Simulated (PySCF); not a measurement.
# Ca: interval between two levels

Ca [Ar] 4s2 → Ca [Ar] 3d2 [3F4, M_J = 4], as a difference of total energies. Calculation: PySCF 2.14, in x2c-SVPall-2c with one added diffuse shell of s type (6s5p2d, 31 functions); the two-component X2C-1e Hamiltonian. Correlated levels: [Ne] frozen; the 6 highest virtual spinors dropped. "Screened" scales the spin-orbit matrix elements by Boettger's factors to mimic the two-electron term; Breit and QED terms are absent.

```csv
method,interval between two levels (cm⁻¹)
GHF (spin-free),47887
GMP2 (spin-free),54545
GHF (screened spin-orbit),47889
GMP2 (screened spin-orbit),54554
```

The labels give the starting determinants; with spin-orbit coupling the two ends relaxed to ⟨J²⟩ = 0.00, ⟨L²⟩ = 0.00, ⟨S²⟩ = 0.00 and ⟨J²⟩ = 20.00, ⟨L²⟩ = 12.00, ⟨S²⟩ = 2.00.
